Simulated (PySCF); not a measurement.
## Radial density of Cr⁺ (chromium, charge +1)

r2SCANh, [Ar] 3d4 4s1, high-spin 6D determinant (an excited configuration). All numbers are calculated (PySCF 2.14, the spin-free X2C one-electron Hamiltonian (Gaussian nucleus), in x2c-QZVPPall with one added diffuse shell each of s, p, d, f, g type (12s8p6d4f3g, 121 functions)).

```tsv
r (bohr)	4πr²ρ (e/bohr)	4πr²(ρα − ρβ)
0.000841	0.1122	0.0001
0.00142	0.2915	0.0001
0.00238	0.7442	0.0004
0.00400	1.848	0.0009
0.00673	4.372	0.0020
0.0113	9.517	0.0044
0.0191	17.98	0.0078
0.0320	26.78	0.0094
0.0539	27.81	0.0027
0.0907	22.05	-0.0024
0.153	27.75	0.0712
0.257	28.35	0.4261
0.432	11.32	1.6094
0.726	13.20	3.1091
1.22	7.419	2.3698
2.05	1.486	1.1393
3.45	0.3547	0.3526
5.81	0.01646	0.0165
9.77	3.780e-05	0.0000
```

Densities and radii are taken from the X2C orbitals without a picture-change correction, which distorts them close to the nucleus.

Task: Where is the radial spin density 4πr²(ρα − ρβ) most negative, and why is it negative at all?

Result: Around r = 0.0907 bohr, down to -0.0024 e/bohr: exchange with the open shell polarises the paired shells in an unrestricted calculation.
